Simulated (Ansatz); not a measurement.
A geometry relaxed with Ansatz (a program for electronic structure) with B3LYP-D3(BJ)/def2-SVP, charge 0, multiplicity 1:

```xyz
16

H     -2.1723    -2.4484     0.4349
F      3.2191     0.8151    -0.7880
Si    -1.2298     1.4250     0.3898
H      0.2589    -1.9369    -0.1655
F      2.9385    -1.0365     0.3075
H     -2.0945     2.0975    -0.6158
H      1.2947     2.2904    -0.2171
C     -1.2527    -0.4588     0.2997
C      2.4034    -0.2336    -0.6317
C      1.0052     0.1765    -0.2502
H     -1.4854     1.9772     1.7465
C      0.6031     1.4572    -0.0812
O     -3.4928    -0.9615     0.8518
C     -0.0088    -0.8813    -0.0426
F      2.3992    -0.9290    -1.7847
C     -2.3858    -1.3530     0.5465
```

Write the SMILES of this molecule.

`O=CC1=CC(C(F)(F)F)=C[SiH2]1`
